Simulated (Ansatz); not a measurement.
H4AlGeN, SMILES `[NH2][Ge][AlH2]` (lower singlet) (charge 0, multiplicity 1). This singlet lies 0.80 eV below the relaxed triplet at the level frozen-core CCSD(T)/cc-pVTZ // PBE0-D3(BJ)/def2-TZVP (Ansatz, a first-principles code).

Cartesian coordinates (Å):
SMILES: [NH2][Ge][AlH2]
```xyz
7

N     -1.5127    -0.2238    -0.2418
Ge    -0.9148     1.4136     0.3018
Al     1.4750     0.3825     0.2831
H     -2.4925    -0.4015    -0.4073
H     -0.9426    -1.0406    -0.4123
H      2.8891     1.0328     0.6454
H      1.4985    -1.1629    -0.1688
```
Charge 0, spin multiplicity 1.

The restricted HF start is unstable towards unrestricted orbitals.

Problem. Give the natural occupations of the active orbitals, the CASSCF energy and the corrected energy for Ansatz with frozen-core fic-MRCISD+Q@CASSCF(6e,6o)/cc-pVTZ // PBE0-D3(BJ)/def2-TZVP.

Solution. 
```
Quantity                                             Result
-----------------------  ----------------------------------
natural occupations      1.98, 1.98, 1.97, 0.03, 0.02, 0.02
CASSCF energy                                 -2374.1922 Ha
corrected energy                              -2374.6236 Ha
weight of the reference                               0.880
```
